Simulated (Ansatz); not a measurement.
Basis sets compared for the cluster AlSi5. Charge 0, multiplicity 2. Geometry r2SCAN-D4/def2-SVP. Ansatz on 4 threads of AMD EPYC 9B14 on a shared host; times are rough, and most runs start from earlier orbitals.

```xyz
6

Al   -1.028    1.246    1.420
Si    0.371    0.938   -1.823
Si   -1.269   -0.220   -0.530
Si   -0.038   -1.305    1.344
Si    0.826   -1.339   -0.831
Si    1.139    0.681    0.420
```

The structure comes from a short search, and lower isomers may exist.

Binding counts from free atoms (Al doublet, Si triplet) in the same basis, without a counterpoise term.

```csv
level,functions,energy (Eh),HOMO (eV),LUMO (eV),binding per atom (eV),wall time
PBE-D4/def2-SVP,108,-1688.5049,-5.37,-4.42,3.37,1.6 s
PBE0-D4/def2-SVP,108,-1688.6380,-6.27,-3.82,3.24,2.4 s
```

**Question.** Estimate the rows for PBE-D4/def2-TZVP (with forces), PBE0-D4/def2-TZVP.

**Answer.** 
```json
{"level": "PBE-D4/def2-TZVP (with forces)", "functions": "222", "energy (Eh)": "-1689.0962", "HOMO (eV)": "-5.25", "LUMO (eV)": "-4.31", "binding per atom (eV)": "3.42", "wall time": "3.9 s"}
{"level": "PBE0-D4/def2-TZVP", "functions": "222", "energy (Eh)": "-1689.2253", "HOMO (eV)": "-6.13", "LUMO (eV)": "-3.67", "binding per atom (eV)": "3.31", "wall time": "8 s"}
```
